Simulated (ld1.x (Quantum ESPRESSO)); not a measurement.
**iridium (Ir), ultrasoft: configuration errors across variants**

```json
{"Element": "Ir (Z = 77)", "Generator": "ld1.x (Quantum ESPRESSO) 7.5", "Type": "ultrasoft", "Functional": "BP86", "Relativity": "fully relativistic", "Frozen core": "[Kr] 4d10", "Valence charge": "31", "Reference configuration": "4f14 5s2 5p6 5d7 6s1.5 6p0 (charge +0.5)", "Partial waves": "5s (bound): rcut 1.25, rcutus 1.30 bohr; 6s (bound): rcut 1.25, rcutus 1.30 bohr; 5p (bound): rcut 1.65, rcutus 2.00 bohr; 6p (bound, empty): rcut 1.65, rcutus 2.00 bohr; 5d (bound): rcut 1.45, rcutus 1.80 bohr; 5d channel at 0.05 Ry: rcut 1.45, rcutus 1.80 bohr; 4f (bound): rcut 0.65, rcutus 0.85 bohr; 4f channel at -2.45 Ry: rcut 0.65, rcutus 0.85 bohr", "Local potential": "all-electron potential smoothed inside 0.85 bohr (lloc = -2)", "Core correction": "Bessel-smoothed model core, default radius (core density twice the valence density)", "Augmentation charge": "PSQ, radius 0.65 bohr"}
```

Open shells are filled in proportion to 2j + 1 (rel_dist='average').

All-electron excitation energies from the reference (eV): (1) 4f14 5s2 5p6 5d7 6s2 6p0 -4.129; (2) 4f14 5s2 5p6 5d7 6s1 6p0 5.944; (3) 4f14 5s2 5p6 5d7 6s0 6p0 23.589; (4) 4f14 5s2 5p6 5d8 6s0 6p0 4.728; (5) 4f14 5s2 5p6 5d6 6s0 6p0 54.249; (6) 4f14 5s2 5p6 5d7 6s0 6p2 6.826.

The overlap operator is not positive definite (basis up to 400 Ry) in “base”, “local potential all-electron potential smoothed inside 0.78 bohr (lloc = -2)”, “local potential all-electron potential smoothed inside 1.06 bohr (lloc = -2)”, “local potential all-electron potential smoothed inside 1.28 bohr (lloc = -2)”. Such files are unfit for use, however small their errors in these radial tests.

Errors AE − PS in meV (a dash: test not solved or not reliable):

```csv
change,(1),(2),(3),(4),(5),(6),bound ghosts
base,-0.1,+0.1,-1.2,+9.7,+17,0.0,not determined (overlap not positive)
local potential all-electron potential smoothed inside 0.78 bohr (lloc = -2),-0.6,-0.2,-1.7,-60,-96,+0.2,not determined (overlap not positive)
local potential all-electron potential smoothed inside 1.06 bohr (lloc = -2),-0.1,0.0,-1.2,+1.3,+2.3,-0.4,not determined (overlap not positive)
local potential all-electron potential smoothed inside 1.28 bohr (lloc = -2),-0.3,+0.1,-1.2,-0.3,-0.2,-0.6,not determined (overlap not positive)
local potential all-electron potential smoothed inside 1.74 bohr (lloc = -2),-0.2,0.0,-1.8,-2.1,-2.0,-0.8,none
local potential all-electron potential smoothed inside 2.10 bohr (lloc = -2),-0.2,-0.1,-2.0,-2.3,-2.3,-1.0,none
local potential all-electron potential smoothed inside 2.26 bohr (lloc = -2),-0.2,-0.1,-2.0,-2.4,-2.4,-1.0,not determined
```

(1) Give the same row for: local potential all-electron potential smoothed inside 1.54 bohr (lloc = -2).

## Answers

(1) -0.2, 0.0, -1.6, -2.1, -0.6, -0.5; bound ghosts: not determined.
